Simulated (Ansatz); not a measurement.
Input for Ansatz (a first-principles code): R-CAM-B3LYP/def2-TZVPP on C6H4 (SMILES C1=C=CC=CC=1).

Ansatz 0.2 input:
```yaml
crystal:
  periodic: [false, false, false]
  atoms:
    - {symbol: C, position_ang: [0.97799724, 0.29295744, -0.00000000]}
    - {symbol: C, position_ang: [-0.23527977, 0.99343959, -0.00000000]}
    - {symbol: C, position_ang: [-1.48248596, 0.34246625, -0.00000000]}
    - {symbol: C, position_ang: [-1.30880719, -1.02554369, -0.00000000]}
    - {symbol: C, position_ang: [-0.23372070, -1.64624388, -0.00000000]}
    - {symbol: C, position_ang: [1.03784726, -1.11264102, -0.00000000]}
    - {symbol: H, position_ang: [1.90650130, 0.85146333, 0.00000000]}
    - {symbol: H, position_ang: [-0.21585620, 2.07680070, 0.00000000]}
    - {symbol: H, position_ang: [-2.41884628, 0.88138768, 0.00000000]}
    - {symbol: H, position_ang: [1.97275029, -1.65408641, 0.00000000]}
basis:
  gaussian:
    orbitals: def2-TZVPP
hamiltonian:
  xc: {name: CAM-B3LYP}
scf: {lower_state_search: off}
```

Task: Give the final energy of this run.

Result: -230.8580 hartree.

Task: How many basis functions does it have, and what does it roughly cost on one machine?

Result: 242 functions; roughly 8 core-seconds.
